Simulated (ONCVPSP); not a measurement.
PBE ONCV dataset for hafnium, fully relativistic all-electron reference.

```json
{
 "Element": "hafnium (Hf)",
 "Generator": "ONCVPSP 4.0.1",
 "Type": "optimised norm-conserving Vanderbilt (ONCV)",
 "Functional": "PBE",
 "Relativity": "fully relativistic",
 "Frozen core": "[Kr] 4d10 4f14",
 "Valence charge": "12",
 "Reference configuration": "5s2 5p6 5d2 6s2",
 "Partial waves": "5s+6s: rc 2.15 bohr, ncon 4, nbas 7, qcut 4.8 1/bohr, 2 projectors; 5p: rc 1.50 bohr, ncon 4, nbas 7, qcut 5.1 1/bohr, 1 projector; 5d: rc 2.95 bohr, ncon 3, nbas 7, qcut 4.2 1/bohr, 2 projectors, debl 2.9 Ha",
 "Local potential": "polynomial inside 1.35 bohr (lpopt 5, dvloc0 3 Ha)",
 "Core correction": "Teter function fitted to the true core (icmod 2), fcfact 1.18"
}
```

Open shells are filled in proportion to 2j + 1.

All-electron outer shells of the reference configuration (PBE, scalar-relativistic, ld1.x):

```csv
shell,level (eV),outermost node (bohr),outermost maximum (bohr)
5s,-67.02,0.55,1.01
5p,-35.57,0.60,1.16
4f,-16.83,–,0.45
6s,-5.11,1.37,2.89
5d,-2.69,0.67,1.69
```

Q: Does the generator finish with these settings?

A: Yes, a potential is produced and its reference levels are reproduced.

Q: Estimate the cutoffs (Ha) at which the residual kinetic energy of the hardest occupied pseudo-wave falls to 1 and 0.1 mHa per electron.

A: 53 Ha and 66 Ha.

Q: Does the potential have ghost states?

A: No bound ghost flagged; no localised positive-energy state flagged.

Q: Which valence shell sets the plane-wave cutoff?

A: 5p: 53 Ha for 1 mHa per electron, against 7 Ha for 5d.

Its largest configuration-test error is +19 meV (5s2 5p6 5d3 6s1). 1 of 4 tests not solved or not reliable.
